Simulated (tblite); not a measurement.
Compound: C5H8BNO.
Numbering: `[CH:1]#[N+:2][BH2-:3][C:4](=[CH2:5])[CH2:6][CH:7]=[O:8]` (hydrogens: H9 on C1; H10, H11 on B3; H12, H13 on C5; H14, H15 on C6; H16 on C7)
Bond orders are those of one Lewis drawing.

Computed with GFN2-xTB (tblite), gas phase: L-BFGS steps from a force-field or distance-geometry start until the largest atomic force falls under 0.01 eV/Å.

Step 63: E = -623.1823 eV
```
atom  x, y, z in Å  |  force x, y, z in eV/Å
C1      2.1643    1.7019   -0.3791   -0.001  -0.009  -0.015
N2      1.4933    0.9730   -0.9581   -0.005   0.013   0.003
B3      0.6173    0.0033   -1.5942    0.018   0.001   0.010
C4     -0.1333   -0.7183   -0.3449    0.001  -0.001   0.011
C5      0.4943   -1.5364    0.4883    0.018  -0.036   0.009
C6     -1.5882   -0.3737   -0.0809   -0.015  -0.025  -0.003
C7     -1.5223    0.6697    0.9880    0.044   0.023  -0.031
O8     -1.6390    1.8548    0.8289    0.017  -0.011   0.012
H9      2.7914    2.3628    0.1483   -0.034   0.015  -0.002
H10    -0.1055    0.6131   -2.3127    0.002   0.000   0.024
H11     1.3294   -0.7468   -2.1813    0.002  -0.005  -0.013
H12     0.0138   -2.0086    1.3333   -0.051  -0.014  -0.001
H13     1.5287   -1.8006    0.3480    0.044   0.014  -0.020
H14    -2.1215   -1.2490    0.2891   -0.033  -0.033   0.027
H15    -2.0696    0.0098   -0.9778    0.014   0.046   0.005
H16    -1.2608    0.2541    1.9842   -0.022   0.022  -0.017
```

Step 64: E = -623.1828 eV
```
atom  x, y, z in Å  |  force x, y, z in eV/Å
C1      2.1626    1.7033   -0.3799    0.002  -0.005  -0.001
N2      1.4940    0.9715   -0.9580   -0.017   0.017  -0.003
B3      0.6170    0.0027   -1.5928    0.014  -0.007  -0.004
C4     -0.1328   -0.7195   -0.3431    0.000   0.025  -0.024
C5      0.4940   -1.5373    0.4902    0.024  -0.055   0.017
C6     -1.5880   -0.3725   -0.0833   -0.001  -0.030   0.013
C7     -1.5181    0.6717    0.9850    0.035  -0.051  -0.006
O8     -1.6318    1.8567    0.8301    0.010   0.057  -0.022
H9      2.7850    2.3655    0.1515   -0.030   0.015  -0.007
H10    -0.1104    0.6113   -2.3082    0.017   0.005   0.025
H11     1.3269   -0.7467   -2.1838   -0.002  -0.004  -0.006
H12     0.0115   -2.0140    1.3317   -0.047  -0.006   0.005
H13     1.5294   -1.7991    0.3514    0.035   0.011  -0.019
H14    -2.1206   -1.2470    0.2894   -0.047  -0.031   0.027
H15    -2.0687    0.0087   -0.9817    0.020   0.046   0.016
H16    -1.2576    0.2536    1.9805   -0.017   0.013  -0.010
```

Step 65: E = -623.1833 eV
```
atom  x, y, z in Å  |  force x, y, z in eV/Å
C1      2.1576    1.7053   -0.3774   -0.005  -0.010   0.001
N2      1.4919    0.9721   -0.9572   -0.017   0.022  -0.001
B3      0.6176    0.0013   -1.5922    0.010  -0.013  -0.015
C4     -0.1321   -0.7217   -0.3425    0.006   0.025  -0.036
C5      0.4935   -1.5422    0.4893    0.024  -0.054   0.006
C6     -1.5870   -0.3715   -0.0834    0.017  -0.019   0.027
C7     -1.5122    0.6764    0.9818    0.007  -0.004   0.012
O8     -1.6327    1.8617    0.8274    0.027  -0.034  -0.023
H9      2.7750    2.3683    0.1587   -0.025   0.016  -0.011
H10    -0.1135    0.6070   -2.3071    0.030   0.006   0.026
H11     1.3291   -0.7463   -2.1847   -0.009   0.002   0.004
H12     0.0078   -2.0204    1.3285   -0.029  -0.003   0.002
H13     1.5294   -1.8045    0.3496    0.006   0.013  -0.008
H14    -2.1194   -1.2446    0.2941   -0.045  -0.008   0.017
H15    -2.0679    0.0084   -0.9828    0.023   0.033   0.031
H16    -1.2448    0.2596    1.9770   -0.018   0.027  -0.033
```

Question: Estimate the geometry and energy of step 66. (The exact step hangs on the optimiser's Hessian estimate; all steps are aligned on step 65, rigid shifts and turns removed.)

Answer: E = -623.1839 eV, largest force 0.066 eV/Å
```
atom  x, y, z in Å  |  force x, y, z in eV/Å
C1      2.1543    1.7068   -0.3768   -0.013  -0.013   0.002
N2      1.4904    0.9731   -0.9580   -0.011   0.022   0.007
B3      0.6178    0.0006   -1.5922    0.002  -0.016  -0.013
C4     -0.1306   -0.7233   -0.3420    0.008   0.008  -0.030
C5      0.4933   -1.5455    0.4903    0.010  -0.037  -0.009
C6     -1.5858   -0.3725   -0.0837    0.028  -0.003   0.030
C7     -1.5070    0.6779    0.9792   -0.018  -0.007   0.021
O8     -1.6274    1.8633    0.8250    0.032  -0.041  -0.041
H9      2.7674    2.3706    0.1629   -0.018   0.021  -0.011
H10    -0.1170    0.6055   -2.3036    0.031   0.010   0.017
H11     1.3289   -0.7443   -2.1880   -0.009  -0.002   0.007
H12     0.0024   -2.0222    1.3279   -0.003  -0.004  -0.009
H13     1.5296   -1.8086    0.3513   -0.016   0.012   0.004
H14    -2.1191   -1.2451    0.2959   -0.035   0.022   0.003
H15    -2.0651    0.0096   -0.9835    0.020   0.012   0.040
H16    -1.2398    0.2628    1.9745   -0.008   0.015  -0.019
```

The energy changes by -0.0006 eV. The first-order estimate −F·Δx gives -0.0008 eV and the mean of the old and new forces, exact on a quadratic surface, -0.0006 eV. The step makes an angle of 73° with the force vector and moves no atom by more than 0.009 Å.

What follows is the cost of the whole relaxation. Hardware: Arm Neoverse V1, one thread, shared host. Cost: 1.1 s of wall time.
